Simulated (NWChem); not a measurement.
Species: C$_{3}$H$_{7}$NSi; SMILES N(=C\C=C)/[SiH3]

```xyz
12

C      0.7552     2.5497     0.0000
C     -0.4605     1.9908     0.0000
C     -0.6683     0.5305     0.0000
N      0.2878    -0.3064     0.0000
Si     0.1254    -2.0507     0.0000
H      1.6437     1.9110     0.0000
H      0.8901     3.6339     0.0000
H     -1.3616     2.6131     0.0000
H     -1.7394     0.2276     0.0000
H     -0.6129    -2.5218     1.2159
H     -0.6129    -2.5218    -1.2159
H      1.4822    -2.6636     0.0000
```
Atoms are numbered in this order, from 1.

Computed with NWChem. Pople sets run with spherical d functions. STO-3G and 3-21G are far too small for this property and stand as cheap habits. Coordinates come from a PBE0/def2-SVP optimisation. No frequency run checked for a minimum. GIAO values for the isolated, static molecule; σ is the absolute isotropic shielding, δ = σ(reference) − σ with the isolated reference molecule computed at the same levels (13C: tetramethylsilane, 1H: tetramethylsilane, 15N: ammonia).

**Question.** Order these runs by computing time, cheapest first, and give rough ratios: Hartree-Fock/STO-3G; BHandHLYP/pcSseg-1; Hartree-Fock/6-31G*.

**Answer.** Hartree-Fock/STO-3G (1), Hartree-Fock/6-31G* (5), BHandHLYP/pcSseg-1 (20). Ratios are rough, from one shared machine; the cheapest took very roughly 13 core-seconds. What differs between the cheapest and the dearest: δ C1 (ppm) 117.2 → 135.3; δ C2 (ppm) 121.0 → 141.6; δ N4 (ppm) 329.3 → 366.4; δ H6 (ppm) 6.74 → 7.09.
